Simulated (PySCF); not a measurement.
# C₆ coefficients of unlike pairs at PBEsol

Calculated with PySCF 2.14 from the dipole response of each species, C₆(A,B) = (3/π) ∫ α_A(iu) α_B(iu) du, in atomic units, from isotropic polarisabilities. For ions this is the dispersion term alone; charge-induced terms of lower order in 1/R come first.

```csv
species,configuration,basis,relativity,α (bohr³),C₆ (like pair)
As,[Ar] 3d10 4s2 4p3 (4S),"aug-cc-pVTZ-PP with one added diffuse shell each of s, d, f type with ECP10MDF (7s5p5d3f)",core potential,33.65,286.6
Sc³⁺,[Ar] (1S),def2-TZVPPD (6s6p4d2f1g),none,2.139,5.501
Cl,[Ne] 3s2 3p5 (2P),def2-TZVPPD (6s6p4d1f),none,15.61,99.70
```

(1) Estimate C₆ for Cl with As.

No spin-orbit coupling is included.

The other pairs:

| pair | C₆ |
| --- | --- |
| Sc³⁺, As | 31.50 |
| Cl, Sc³⁺ | 20.85 |

## Answers

(1) The integral gives 165.2. The combination rule 2 C_A C_B / (C_A α_B/α_A + C_B α_A/α_B) gives 164.3 and the geometric mean 169.0.
